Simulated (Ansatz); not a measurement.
Cost and result for the atomization energy of H$_{4}$NOSbSn (8 atoms, 8 bonds).

```
atom   x (Å)   y (Å)   z (Å)
  N1   0.655   0.940   0.457
 Sn2  -0.988  -0.287   0.470
  O3   0.080  -1.403  -0.782
 Sb4   1.689  -0.252  -0.867
  H5   1.124   1.076   1.345
  H6  -2.355   0.373  -0.307
  H7  -1.354  -1.077   1.941
  H8   1.149   0.629  -2.256
```

Total charge 0; spin multiplicity 1. Correlated methods include outer-core shells of Sb, Sn, which these sets cover unevenly. Sn, Sb takes the def2 core potential. Geometry: relaxed with PBE0-D4/def2-TZVP. Program: Ansatz. All runs use 4 threads of an Arm Neoverse V1 on a shared host. Times are those of one run each, without the atoms' runs, and a repeat can differ threefold. Electronic energies, without spin–orbit coupling; frozen cores. CCSD(T)/CBS adds CCSD(T) − MP2 in def2-TZVPP to the MP2 limit, and its time is that of the two runs behind it. T1 = 0.016. With those shells the extrapolation isn't a true limit.

CCSD(T)/CBS is a level of theory with its own doubt, some kJ/mol a heavy atom from the limit and from the frozen cores, so smaller differences don't rank the functionals.

```csv
level,functions,wall time
LDA (SPW92)/def2-TZVPP,218,1.5 s
revPBE-D4/def2-TZVPP,218,2.1 s
PBE-D4/def2-TZVPP (with forces),218,2.7 s
PBE0-D4/def2-TZVPP,218,3.2 s
CAM-B3LYP-D4/def2-TZVPP,218,4.1 s
r2SCAN-D4/def2-TZVPP (with forces),218,5.5 s
B2PLYP/def2-TZVPP,218,7 s
ωB97X-V/def2-TZVPP,218,9 s
CCSD(T)/def2-SVP,100,9 s
B97M-V/def2-TZVPP,218,10 s
MP2/def2-QZVPP,398,19 s
CCSD(T)/def2-TZVPP,218,4 min
CCSD(T)/CBS(def2),–,4.3 min
```

(1) What atomization energy does each give, and how far from CCSD(T)/CBS? (An estimate is asked.)

Results:

(1) Ansatz gave: 
```tsv
level	atomization (kJ/mol)	difference from CCSD(T)/CBS	per bond
LDA (SPW92)/def2-TZVPP	2608.9	387.4	48.4
revPBE-D4/def2-TZVPP	2154.4	-67.1	-8.4
PBE-D4/def2-TZVPP (with forces)	2232.5	11.0	1.4
PBE0-D4/def2-TZVPP	2139.3	-82.2	-10.3
CAM-B3LYP-D4/def2-TZVPP	2187.5	-34.0	-4.2
r2SCAN-D4/def2-TZVPP (with forces)	2162.4	-59.1	-7.4
B2PLYP/def2-TZVPP	2140.0	-81.5	-10.2
ωB97X-V/def2-TZVPP	2220.7	-0.8	-0.1
CCSD(T)/def2-SVP	1885.6	-335.9	-42.0
B97M-V/def2-TZVPP	2233.0	11.5	1.4
MP2/def2-QZVPP	2190.5	-31.0	-3.9
CCSD(T)/def2-TZVPP	2104.3	-117.2	-14.7
CCSD(T)/CBS(def2)	2221.5	0.0	0.0
```

The D4 term adds +38.4 kJ/mol with B3LYP and +19.7 kJ/mol with PBE0; it sums over pairs of atoms, weighted by their polarisabilities, and B3LYP, whose exchange is more repulsive, gets the larger term. From PBE to PBE0 (25 % exact exchange), in def2-TZVPP and without D4, the atomization energy moves by −89.5 kJ/mol: exact exchange takes away binding that semilocal exchange gives to molecules. In def2-TZVPP, CCSD(T) changes the Hartree–Fock value by +886.7 kJ/mol (the triples alone add +65.8 kJ/mol) and MP2 by +900.1 kJ/mol; breaking electron pairs costs correlation energy, which Hartree–Fock lacks.

B3LYP here is the variant with VWN-RPA as its local correlation; programs differ in this.

Spin–orbit coupling would lower the free Sn atoms strongly, and the atomization energy with them, by more than many differences here. For some Ge, Se and Sn compounds the MP2-based and the directly extrapolated limit differ by 10 to 25 kJ/mol.
